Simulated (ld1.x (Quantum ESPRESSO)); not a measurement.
## Varying the TM potential for K

Base potential:

```
Element                 : K
Generator               : ld1.x (Quantum ESPRESSO) 7.5
Type                    : norm-conserving Troullier–Martins (Kleinman–Bylander form)
Functional              : PBE
Relativity              : scalar-relativistic
Frozen core             : [Ar]
Valence charge          : 1
Reference configuration : 3d0 4s0 4p1
Partial waves           : 4s (bound, empty): rc 2.75 bohr; 4p (bound): rc 3.75 bohr; 3d (bound, empty): rc 4.20 bohr
Local potential         : the d channel
Core correction         : none
```

All-electron outer shells of the reference configuration (PBE, scalar-relativistic, ld1.x):

```tsv
shell	level (eV)	outermost node (bohr)	outermost maximum (bohr)
3s	-36.82	0.48	1.08
3p	-20.27	0.45	1.15
4s	-2.99	1.58	3.98
4p	-1.39	1.86	5.86
3d	-0.46	–	6.40
```

Cutoffs, loose and tight: the cutoffs (Ry, on a coarse ladder) from which the occupation-weighted sum of valence levels, in a spherical-Bessel basis at the reference potential, stays within 10 and 1 mRy of its value at 400 Ry. They do not see the model core or the augmentation charge, which bear on the density cutoff. Test errors are all-electron minus pseudo excitation energies from the reference, over the configurations 3d0 4s1 4p0; 3d0 4s0.5 4p0; 3d1 4s0 4p0; 3d0.5 4s0.5 4p0. A dash means not determined; rows that change the core or the reference have their own tests. The largest error is taken over the tests solved by every variant that gives reliable tests at all: 3d0 4s0.5 4p0; 3d0.5 4s0.5 4p0; 3d1 4s0 4p0.

A true bound ghost makes a file unfit for plane-wave use even where its test errors are small: the radial tests pick states by their node count and pass the ghost by. Where a test does run into it, the solver fails or the error is huge.

| change | outcome | cutoff, loose | cutoff, tight | bound ghosts | largest test error (meV) |
| --- | --- | --- | --- | --- | --- |
| base | generated | 6 Ry | 6 Ry | s | +205 |
| core correction a·sin(br)/r model core inside 1.14 bohr | generated | 6 Ry | 6 Ry | s | -4.6 |
| core correction a·sin(br)/r model core inside 1.40 bohr | generated | 6 Ry | 6 Ry | s | -4.6 |
| core correction a·sin(br)/r model core inside 1.68 bohr | generated | 6 Ry | 6 Ry | s | -4.5 |
| core correction a·sin(br)/r model core inside 2.08 bohr | generated | 6 Ry | 6 Ry | s | -4.3 |
| core correction a·sin(br)/r model core inside 2.44 bohr | generated | 6 Ry | 6 Ry | s | -3.4 |
| core correction a·sin(br)/r model core inside 2.66 bohr | generated | 6 Ry | 6 Ry | s | +2.2 |
| core correction a·sin(br)/r model core inside 2.96 bohr | generated | 6 Ry | 6 Ry | s | +4.8 |

(1) What comes out with this change to the base: core correction a·sin(br)/r model core inside 3.22 bohr?

## Answers

(1) outcome: generated; cutoff, loose: 6 Ry; cutoff, tight: 6 Ry; bound ghosts: s; largest test error (meV): +9.7.
